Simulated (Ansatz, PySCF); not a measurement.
Reaction (SMILES): CCC[C-]=O -> C[C-](C)C=O
Geometries: B3LYP-D3(BJ)/def2-TZVP minima from Ansatz (a quantum-chemistry and plane-wave program), one conformer each, not searched for the lowest.

Wanted: isomerisation energy (electronic energy difference), in kJ/mol. Correlated levels leave the core frozen unless marked. No spin-orbit coupling. No relativistic terms. Anions need diffuse functions: aug- sets have them; def2-D sets add few; the other sets have none. CBS marks a two-point X^-3 extrapolation of the correlation energy; Hartree-Fock from the larger set. [CCSD(T)-MP2]/basis is that difference in the basis named.

Level to compare with: RI-MP2/CBS(aug-cc-pVTZ,aug-cc-pVQZ)+[CCSD(T)-MP2]/aug-cc-pVDZ (Ansatz), -122.6 kJ/mol. It is a level with limits of its own, and the differences hold the functionals' basis error too.

**Question.** Rank these functionals by how close they come to RI-MP2/CBS(aug-cc-pVTZ,aug-cc-pVQZ)+[CCSD(T)-MP2]/aug-cc-pVDZ, closest first: M06-2X/def2-TZVPD (PySCF); r2SCAN/def2-TZVPD (Ansatz); wB97X-V/def2-TZVPD (Ansatz).

**Answer.** wB97X-V/def2-TZVPD (range-separated hybrid with VV10, -128.1 kJ/mol, difference -5.5), M06-2X/def2-TZVPD (hybrid meta-GGA, -134.6 kJ/mol, difference -12.0), r2SCAN/def2-TZVPD (meta-GGA, -145.7 kJ/mol, difference -23.1)
